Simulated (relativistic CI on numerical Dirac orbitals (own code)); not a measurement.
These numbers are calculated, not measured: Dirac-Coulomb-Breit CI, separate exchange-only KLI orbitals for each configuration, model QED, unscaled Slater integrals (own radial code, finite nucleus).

The strongest absorption lines from the ground level of an ion, among the configurations computed and to levels below about 846 eV (vacuum wavelength in Å, gf): 22.686 (0.17), 25.126 (0.5), 60.667 (3.3), 78.544 (1), 97.176 (0.002).

(1) Which ion is it?
A. Ta³⁷⁺
B. Ho³¹⁺
C. Gd²⁸⁺
D. Ho³³⁺

Results:

(1) B. Ho³¹⁺ has 36 electrons and the ground level 4s2 4p6 1S_0; the strongest line goes to 4s2 4p5 4d 1P°_1. The pattern of lines fixes the number of electrons, and along that sequence the line energies rise steadily with the charge (about as its square where n changes within one kind of shell, about linearly where n is kept but much faster in heavy ions where fine structure, which grows about as Z⁴, sets the gap, and irregularly where shells cross), which fixes Z. Configurations outside the model, such as inner-shell arrays, can give stronger lines. At this charge energies of transitions that change n are usually good to better than 1 %, and those within a shell (Δn = 0) to a few per cent.

LS names give the leading component of a level, which can be under half, so a name can repeat, a term be missing and a line seem to break the LS rules.
